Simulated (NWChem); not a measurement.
System: SiHCl₂F; SMILES [SiH](Cl)(F)Cl

```xyz
5

Si     0.3862     0.4128     0.0000
F      1.7874    -0.3769     0.0000
Cl    -0.6476    -0.1328     1.6691
Cl    -0.6476    -0.1328    -1.6691
H      0.6500     1.8625     0.0000
```
Atoms are numbered in this order, from 1.

Level: PBE0/def2-SVP (NWChem), optimised geometry, unscaled harmonic frequencies. 

```csv
frequency (cm⁻¹),IR intensity (km/mol)
179,2.3
239,8.6
299,21.3
542,53.6
626,140.4
817,212.4
823,42.9
941,186.2
2342,73.2
```

```json
{
 "zero_point_energy": "9.7 kcal/mol",
 "thermal correction to the enthalpy at 298.15 K (with zero-point energy)": "13.4 kcal/mol",
 "heat capacity Cv": "15.1 cal/(mol K)",
 "entropy at 298.15 K and 1 atm (symmetry number 1)": "74.4 cal/(mol K)",
 "dipole_moment": "1.20 D"
}
```

Rigid rotor and harmonic oscillator.
